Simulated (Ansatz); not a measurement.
Input for Ansatz (a program for electronic structure): R-B3LYP/def2-TZVPP on Cl2Mg (SMILES [Cl][Mg][Cl]), atoms moved off the minimum.

Ansatz 0.2 input:
```yaml
crystal:
  periodic: [false, false, false]
  atoms:
    - {symbol: Mg, position_ang: [-0.01457856, -0.09568146, -0.06572029]}
    - {symbol: Cl, position_ang: [0.05311270, -0.04501219, -2.21646998]}
    - {symbol: Cl, position_ang: [-0.01433746, -0.04123859, 2.19718142]}
basis:
  gaussian:
    orbitals: def2-TZVPP
hamiltonian:
  xc: {name: B3LYP}
scf: {lower_state_search: off}
output: {forces: true}
```

The head of its log:

```
WARN ansatz: RAYON_NUM_THREADS=6 ignored (pool sized by the plan → 6); use --threads N
Functional definition: B3LYP
these checks for a lower state are left out or cut short: stability, starts, cluster_reference, orbital_swaps, neighbouring_geometries, increment
integrals: 0.05 GiB planned
914 factors; their error is unknown
mean field: 0.40 GiB planned
mean field evaluation 1: about -30494.0119 eV, gradient 2.7e1 eV
mean field evaluation 2: about -30492.3694 eV, gradient 3.9e1 eV
```

Q: Give the final energy of this run.

A: -1120.7089 hartree.
